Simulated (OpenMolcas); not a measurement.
## Ti+: thermal populations, worked from levels

- Program: OpenMolcas
- Basis: ANO-RCC-VTZP [6s5p3d2f1g]
- Scalar Hamiltonian: DKH2, point nucleus
- Active space: 3 electrons in 9 orbitals (RAS2 3d 4s; RAS3 4p, at most 2 electrons)
- State averaging: 2S+1 = 4 even, 20 roots; 2S+1 = 2 even, 70 roots kept (CI in the orbitals of an earlier block); 2S+1 = 4 odd, 45 roots; 2S+1 = 2 odd, 77 roots kept (CI in the orbitals of an earlier block)
- Spin-orbit coupling: state interaction with AMFI integrals over the reference wave functions, term energies averaged over their components

Methods: RASSCF; MS-RASPT2, IPEA 0.25 Eh, imaginary shift 0.1 Eh (closed shells correlated: 3s 3p). Measured levels: NIST Handbook of Basic Atomic Spectroscopic Data.

**Thermal populations.** Z = Σ (2J + 1) exp(-E/kT) with k = 0.695035 cm-1/K, over the levels below. No other level of either list lies under 4750 cm-1, which is above 7 kT at each temperature.

| Level | 2J + 1 | MS-RASPT2 | measured |
| --- | --- | --- | --- |
| 3d² 4s ⁴F_3/2 | 4 | 0.0 | 0.0 |
| 3d² 4s ⁴F_5/2 | 6 | 89.1 | 94.1 |
| 3d² 4s ⁴F_7/2 | 8 | 214 | 226 |
| 3d² 4s ⁴F_9/2 | 10 | 375 | 393 |
| 3d³ ⁴F_3/2 | 4 | 2620 | 908 |
| 3d³ ⁴F_5/2 | 6 | 2710 | 984 |
| 3d³ ⁴F_7/2 | 8 | 2840 | 1087 |
| 3d³ ⁴F_9/2 | 10 | 3000 | 1216 |
| 3d² 4s ²F_5/2 | 6 | 4550 | 4629 |

```json
{"T (K)": "300", "Z, MS-RASPT2": "12.436", "Z, measured levels": "12.223", "Ground level (%), MS-RASPT2": "32.2", "Ground level (%), measured levels": "32.7"}
```

At 300 K, kT = 209 cm-1, and the computed levels give Z = 4.000 + 3.914 + 2.867 + 1.656 + 0.000 + 0.000 + 0.000 + 0.000 + 0.000 = 12.436.

CASPT2 does not keep the components of a term degenerate, so their means are used; among the terms shown or strongly mixed into the levels shown the widest spread is 1900 cm-1 (3d² 4s ⁴F, MS-RASPT2). Over all roots computed the reference weight is 0.86 to 0.94 in MS-RASPT2; the roots of lowest weight are the least certain, and an intruder state may touch them. Terms from blocks run as CI alone lack orbitals of their own. Configurations are named by rounded mean occupations; where the s occupation lies near a half they are strongly mixed, a name can repeat and a true partner stay unpaired. A single d shell beside an s shell can misplace configurations of different d count against each other. Without dynamic correlation excited terms often stand tens of per cent too high (terms of higher spin than the ground term too low), and those without a measured partner can miss by more than the paired ones (holds for RASSCF). Blocks of more than 70 roots (2S+1 = 2 odd) ran without multistate coupling (holds for MS-RASPT2). Measured partners are found by configuration, term and J. A level has none where our copy of the source lacks it or the pairing is in doubt (some pairs that miss far off the trend of their configuration count as doubtful), and it then counts in no deviation. Only configurations of the active space appear.
